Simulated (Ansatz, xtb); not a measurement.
CH3OSe: 5 structures ranked

5 gas-phase structures of CH3OSe, found in a search over its isomers (lower ones may exist). Each was relaxed with GFN2-xTB; where two conformers were screened, the lower at r2SCAN-D4/def2-SVP is listed:

A. `OC[Se]`, a doublet
B. `O[CH][SeH]`, a doublet
C. `CO[Se]`, a doublet
D. `C[Se][O]`, a doublet
E. `[CH2][Se]O`, a doublet

Make a reasoned guess at their ranking by r2SCAN-D4/def2-SVP single-point energy.

Calculated order at r2SCAN-D4/def2-SVP: A (0.0), D (9.4), C (9.6), B (13.7), E (25.9) kcal/mol. Less than 1 kcal/mol parts D and C, so the order within that pair means little.

Energies above the lowest of each column, in kcal/mol; the last columns are at B3LYP-D3(BJ)/def2-SVP geometries and were run for some of them only (a dash: not run or not comparable):

```json
{"structure": "A", "GFN2-xTB": "0.1", "HF/STO-3G": "0.0", "r2SCAN-D4/def2-SVP": "0.0", "B3LYP-D3(BJ)/def2-SVP": "0.0", "CCSD(T)/def2-SVP + ΔMP2/def2-TZVPP": "0.0"}
{"structure": "D", "GFN2-xTB": "9.2", "HF/STO-3G": "13.7", "r2SCAN-D4/def2-SVP": "9.4", "B3LYP-D3(BJ)/def2-SVP": "9.7", "CCSD(T)/def2-SVP + ΔMP2/def2-TZVPP": "7.5"}
{"structure": "C", "GFN2-xTB": "0.0", "HF/STO-3G": "3.4", "r2SCAN-D4/def2-SVP": "9.6", "B3LYP-D3(BJ)/def2-SVP": "8.1", "CCSD(T)/def2-SVP + ΔMP2/def2-TZVPP": "9.8"}
{"structure": "B", "GFN2-xTB": "27.1", "HF/STO-3G": "22.1", "r2SCAN-D4/def2-SVP": "13.7", "B3LYP-D3(BJ)/def2-SVP": "15.3", "CCSD(T)/def2-SVP + ΔMP2/def2-TZVPP": "–"}
{"structure": "E", "GFN2-xTB": "30.2", "HF/STO-3G": "38.3", "r2SCAN-D4/def2-SVP": "25.9", "B3LYP-D3(BJ)/def2-SVP": "–", "CCSD(T)/def2-SVP + ΔMP2/def2-TZVPP": "–"}
```

Every level run on A puts it lowest or level with the lowest. Some further structures that were screened fall inside this span and aren't listed. Flexible structures stand in one conformer each, not always the lowest. Frequencies (B3LYP-D3(BJ)/def2-SVP) were run for A, C, D alone. The ΔMP2 step shifts differences by up to 7.4 kcal/mol, which makes them less sure. Open shells are spin-unrestricted. ΔMP2 is the change of the MP2 energy from the smaller to the larger basis.

Over these structures GFN2-xTB departs from r2SCAN-D4/def2-SVP by 5.8 kcal/mol on average once a common shift is removed. A GFN2-xTB relaxation took about 0.03 s and the r2SCAN-D4/def2-SVP energy about 3.6 s on a shared host (Ansatz 0.2.0, xtb 6.7.1).
